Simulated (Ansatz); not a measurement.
Program: Ansatz. Geometries: PBE0-D4/def2-TZVP. ΔE: electronic, gas phase. CCSD(T)/CBS is the MP2 limit (def2-TZVPP, def2-QZVPP) plus CCSD(T) − MP2 in def2-TZVPP, frozen cores. This one scheme is used for every species. Functionals use def2-TZVPP. For Ge, Se outer-core shells are correlated without core-valence functions, which leaves a few kJ/mol of doubt a bond. Scalar relativity is left out up to krypton. Each species was taken in one conformer, which may not be the lowest.

Consider the ligand exchange at a Ge–C bond: `[CH3][GeH]([F])[SeH]` + H–F → `[F][GeH]([F])[SeH]` + CH₄.

`[CH3][GeH]([F])[SeH]`:

Cartesian coordinates in Å:
```
C 0.240 -0.995 0.680
Ge -0.636 0.241 -0.522
F -1.816 1.081 0.453
Se 0.828 1.811 -1.455
H 0.984 -1.580 0.139
H 0.732 -0.440 1.480
H -0.502 -1.664 1.117
H -1.428 -0.379 -1.682
H 1.598 1.925 -0.209
```

H–F:

Cartesian coordinates in Å:
```
F -0.262 0.071 0.371
H 0.262 -0.071 -0.371
```

`[F][GeH]([F])[SeH]`:

Cartesian coordinates in Å:
```
F 1.207 -1.646 0.363
Ge 0.340 -0.290 -0.251
F 1.550 0.902 -0.545
Se -1.075 0.363 1.466
H -0.276 -0.645 -1.605
H -1.746 1.317 0.571
```

CH₄:

Cartesian coordinates in Å:
```
C 0.000 0.000 0.000
H -0.287 -0.251 1.021
H -0.843 0.465 -0.510
H 0.290 -0.907 -0.530
H 0.840 0.693 0.019
```

```json
{"level": "r2SCANh-D4", "ΔE (kJ/mol)": "-76.4"}
{"level": "PBE0", "ΔE (kJ/mol)": "-69.8"}
```

Task: What does CCSD(T)/CBS give? (Estimate.)

Result: The calculation gave: -62.5 kJ/mol. The listed levels differ from it by -13.9, -7.3 kJ/mol.

Largest T1 diagnostic among the species: 0.011.

Leaving LDA and LC-ωPBE aside and taking each functional with its dispersion term where it has one, the values, not all of them listed here, spread over 20.9 kJ/mol, from B97M-V to HSE06-D4. LDA lies +8.9 kJ/mol from PBE without D4. From BLYP to BHLYP (50 % exact exchange), in def2-TZVPP and without D4, ΔE moves by +4.1 kJ/mol. In def2-TZVPP, CCSD(T) changes the Hartree–Fock value by +22.8 kJ/mol (the triples alone add +1.5 kJ/mol) and MP2 by +25.7 kJ/mol.
